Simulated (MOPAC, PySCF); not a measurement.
[Hf(Br)4], neutral singlet in the gas phase. 

Z-matrix (Å, degrees):
```
Hf
Br 1 2.4830
Br 1 2.4830 2 109.48
Br 1 2.4831 2 109.45 3 119.99
Br 1 2.4832 2 109.45 4 120.01
```
Charge 0, spin multiplicity 1.

All levels are single points at this geometry (BP86-D3(BJ)/def2-SVP); Pople sets use spherical d functions. Orbital energies aren't observables, and empty levels follow the basis.

```
level                                         HOMO (eV)  LUMO (eV)  gap (eV)  dipole (D)  vertical IE, Delta-SCF (eV)
--------------------------------------------  ---------  ---------  --------  ----------  ---------------------------
PBE-D3(BJ)/def2-TZVP in PySCF                     -7.65      -3.20      4.46        0.00                            –
TPSSh-D3(BJ)/def2-TZVP in PySCF                   -8.27      -2.85      5.42        0.00                            –
B3LYP/6-311+G** (LANL2DZ on Br, Hf) in PySCF      -8.84      -3.18      5.66        0.00                            –
B3LYP/6-31G* (LANL2DZ on Hf) in PySCF             -8.66      -2.98      5.68        0.00                        10.49
B3LYP/LANL2DZ in PySCF                            -8.84      -3.18      5.66        0.00                            –
BP86/6-31G* (LANL2DZ on Hf) in PySCF              -7.81      -3.60      4.21        0.00                            –
HF/6-31G* (LANL2DZ on Hf) in PySCF               -11.82       0.32     12.13        0.00                        12.65
PM6 in MOPAC                                     -10.32      -2.99      7.34        0.00                            –
PM7 in MOPAC                                     -10.68      -2.20      8.48        0.00                            –
```
